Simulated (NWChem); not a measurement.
System: SiNH₄OBr; SMILES N[SiH](O)Br

The following NWChem deck was run.

```
start job
memory heap 200 mb stack 900 mb global 1100 mb
geometry units angstroms noautoz
  Si    -0.044854    -1.026930    -0.390548
  N      1.314945    -1.742614     0.334939
  O     -1.382053    -1.550152     0.427089
  Br    -0.133129     1.229316    -0.289988
  H     -0.020936    -1.345873    -1.837831
  H      2.189795    -1.823437    -0.168915
  H      1.447801    -1.726187     1.339681
  H     -2.094662    -0.908710     0.508565
end
basis spherical
  * library 6-31g*
end
dft
  xc kt2
  iterations 150
  mulliken
end
task dft energy
```

Output (shortened):

```
             Northwest Computational Chemistry Package (NWChem) 7.3.0
             --------------------------------------------------------

 C1  symmetry detected

                             Geometry "geometry" -> ""
                             -------------------------

 Output coordinates in angstroms (scale by  1.889725989 to convert to a.u.)

  No.       Tag          Charge          X              Y              Z
 ---- ---------------- ---------- -------------- -------------- --------------
    1 Si                  14.0000    -0.00494865    -0.95509576    -0.38810993
    2 N                    7.0000     1.25502791    -1.86172464     0.30331719
    3 O                    8.0000    -1.42543492    -1.49780105     0.25848299
    4 Br                  35.0000     0.03467719     1.26295532     0.04459090
    5 H                    1.0000     0.10214692    -1.06034902    -1.86268684
    6 H                    1.0000     2.15692220    -1.92877301    -0.15259391
    7 H                    1.0000     1.31726701    -2.00133932     1.30534568
    8 H                    1.0000    -2.10247275    -0.82715317     0.39170820

 Effective nuclear repulsion energy (a.u.)     334.0179573156

                                 NWChem DFT Module
                                 -----------------

 Summary of "ao basis" -> "ao basis" (spherical)
 ------------------------------------------------------------------------------
       Tag                 Description            Shells   Functions and Types
 ---------------- ------------------------------  ------  ---------------------
 Si                          6-31g*                  8       18   4s3p1d
 N                           6-31g*                  6       14   3s2p1d
 O                           6-31g*                  6       14   3s2p1d
 Br                          6-31g*                 12       32   5s4p3d
 H                           6-31g*                  2        2   2s

            General Information
            -------------------
          SCF calculation type: DFT
          Wavefunction type:  closed shell.
          No. of atoms     :     8
          No. of electrons :    68
           Alpha electrons :    34
            Beta electrons :    34
          Charge           :     0
          Spin multiplicity:     1
          Use of symmetry is: off; symmetry adaption is: off
          Maximum number of iterations: 150
          AO basis - number of functions:    86
                     number of shells:    40
          Convergence on energy requested:  1.00D-06
          Convergence on density requested:  1.00D-05
          Convergence on gradient requested:  5.00D-04

              XC Information
              --------------
                          KT2 Method XC Functional
                        Slater Exchange Functional  1.072 local
                           KT1 gradient correction  1.000 non-local
            Perdew 1991 LDA Correlation Functional  0.577 local

             Grid Information
             ----------------
          Grid used for XC integration:  medium
          Radial quadrature: Mura-Knowles
          Angular quadrature: Lebedev.
          Tag              B.-S. Rad. Rad. Pts. Rad. Cut. Ang. Pts.
          ---              ---------- --------- --------- ---------
          Si                  1.10       88           8.0       590
          N                   0.65       49          10.0       434
          O                   0.60       49          10.0       434
          Br                  1.15      112          10.0       590
          H                   0.35       45          11.0       434
          Grid pruning is: on
          Number of quadrature shells:   478
          Spatial weights used:  Erf1

      Superposition of Atomic Density Guess
      -------------------------------------

 Sum of atomic energies:       -2991.94560669

      Non-variational initial energy
      ------------------------------

 Total energy =   -2993.330587
 1-e energy   =   -4826.007001
 2-e energy   =    1498.658456
 HOMO         =      -0.354212
 LUMO         =       0.065211

     ---------------------------------------------
      Total Density - Mulliken Population Analysis
     ---------------------------------------------

    Atom       Charge   Shell Charges
 -----------   ------   -------------------------------------------------------
    1 Si  14    12.72   2.00  2.00  5.97  0.83  1.25  0.18  0.27  0.24
    2 N    7     8.19   2.00  0.82  2.68  0.81  1.88  0.01
    3 O    8     9.02   2.00  0.93  3.15  0.90  2.03  0.01
    4 Br  35    35.46   2.00  2.00  6.00  2.00  5.99  1.56  3.95  0.39  1.55  6.97  2.93  0.12
    5 H    1     1.06   0.47  0.59
    6 H    1     0.55   0.40  0.15
    7 H    1     0.55   0.40  0.15
    8 H    1     0.45   0.35  0.10

   convergence    iter        energy       DeltaE   RMS-Dens  Diis-err
 ---------------- ----- ----------------- --------- --------- ---------
 d= 0,ls=0.0,diis     1  -3009.9385044928 -3.34D+03  1.82D-02  7.64D-01
 d= 0,ls=0.0,diis     2  -3009.8271426005  1.11D-01  1.19D-02  1.81D+00
 d= 0,ls=0.0,diis     3  -3010.0183979038 -1.91D-01  2.93D-03  7.89D-02
 d= 0,ls=0.0,diis     4  -3010.0248380877 -6.44D-03  1.31D-03  1.19D-02
 d= 0,ls=0.0,diis     5  -3010.0264174868 -1.58D-03  2.71D-04  1.09D-03
  Resetting Diis
 d= 0,ls=0.0,diis     6  -3010.0265177390 -1.00D-04  9.61D-05  7.49D-05
 d= 0,ls=0.0,diis     7  -3010.0265268599 -9.12D-06  5.82D-05  4.47D-06
 d= 0,ls=0.0,diis     8  -3010.0265255693  1.29D-06  3.72D-05  1.50D-05
 d= 0,ls=0.0,diis     9  -3010.0265273917 -1.82D-06  2.84D-06  7.67D-08
 d= 0,ls=0.0,diis    10  -3010.0265273985 -6.74D-09  1.01D-06  6.45D-09

         Total DFT energy =    -3010.026527398477
      One electron energy =    -4832.877800387258
           Coulomb energy =     1632.620673507419
    Exchange-Corr. energy =     -143.787357834193
 Nuclear repulsion energy =      334.017957315554

 Numeric. integr. density =       67.999997520655

                       DFT Final Molecular Orbital Analysis
                       ------------------------------------

 Vector   32  Occ=2.000000D+00  E=-2.642037D-01
              MO Center=  8.0D-02,  4.5D-01,  1.1D-02, r^2= 3.5D+00
   Bfn.  Coefficient  Atom+Function         Bfn.  Coefficient  Atom+Function
  ----- ------------  ---------------      ----- ------------  ---------------
    57      0.583869  4 Br px                53     -0.261081  4 Br px
    61      0.261306  4 Br px                59      0.222148  4 Br pz
    58      0.205588  4 Br py                36      0.169620  3 O  py
    22      0.143621  2 N  py                40      0.121926  3 O  py
    80      0.117335  5 H  s                 26      0.115815  2 N  py

 Vector   33  Occ=2.000000D+00  E=-2.551316D-01
              MO Center= -2.0D-02,  9.9D-01, -2.4D-02, r^2= 2.3D+00
   Bfn.  Coefficient  Atom+Function         Bfn.  Coefficient  Atom+Function
  ----- ------------  ---------------      ----- ------------  ---------------
    59      0.695244  4 Br pz                63      0.318344  4 Br pz
    55     -0.310421  4 Br pz                57     -0.210478  4 Br px
    80      0.132958  5 H  s                 58     -0.131456  4 Br py
    36     -0.118687  3 O  py                61     -0.094315  4 Br px
    53      0.093796  4 Br px                51      0.092594  4 Br pz

 Vector   34  Occ=2.000000D+00  E=-2.336607D-01
              MO Center=  8.4D-01, -1.0D+00,  1.9D-01, r^2= 3.4D+00
   Bfn.  Coefficient  Atom+Function         Bfn.  Coefficient  Atom+Function
  ----- ------------  ---------------      ----- ------------  ---------------
    22      0.468774  2 N  py                26      0.392638  2 N  py
    57     -0.351016  4 Br px                58      0.229826  4 Br py
    53      0.155091  4 Br px                61     -0.154343  4 Br px
    21      0.147926  2 N  px                62      0.142925  4 Br py
    12      0.132777  1 Si py                25      0.121211  2 N  px

 Vector   35  Occ=0.000000D+00  E=-3.461855D-04
              MO Center= -1.9D-01, -1.6D-01, -4.3D-02, r^2= 4.5D+00
   Bfn.  Coefficient  Atom+Function         Bfn.  Coefficient  Atom+Function
  ----- ------------  ---------------      ----- ------------  ---------------
    10      1.084784  1 Si s                 62      0.631720  4 Br py
    38     -0.501193  3 O  s                  6      0.443192  1 Si s
    60     -0.429819  4 Br s                 12      0.403609  1 Si py
    24     -0.383260  2 N  s                 58      0.349505  4 Br py
     8      0.344579  1 Si py                56      0.319524  4 Br s

 Vector   36  Occ=0.000000D+00  E= 7.975730D-03
              MO Center= -6.4D-04, -7.5D-01, -3.8D-01, r^2= 4.7D+00
   Bfn.  Coefficient  Atom+Function         Bfn.  Coefficient  Atom+Function
  ----- ------------  ---------------      ----- ------------  ---------------
    11      0.948357  1 Si px                24     -0.589800  2 N  s
    38      0.567883  3 O  s                  7      0.355064  1 Si px
    10      0.324200  1 Si s                 62      0.263513  4 Br py
     8      0.255638  1 Si py                26     -0.254880  2 N  py
    86     -0.243651  8 H  s                 84      0.238164  7 H  s

 Vector   37  Occ=0.000000D+00  E= 1.864402D-02
              MO Center=  3.4D-01, -1.4D+00, -5.3D-03, r^2= 5.3D+00
   Bfn.  Coefficient  Atom+Function         Bfn.  Coefficient  Atom+Function
  ----- ------------  ---------------      ----- ------------  ---------------
    24      1.122174  2 N  s                 12      0.788495  1 Si py
    86     -0.534066  8 H  s                 82     -0.471177  6 H  s
    60     -0.456096  4 Br s                 84     -0.439287  7 H  s
     8      0.417517  1 Si py                38      0.414044  3 O  s
    11     -0.367916  1 Si px                62      0.340544  4 Br py

[...]
```

Level: KT2/6-31G* (spherical d). All runs use the structure optimised with PBE0/def2-SVP.
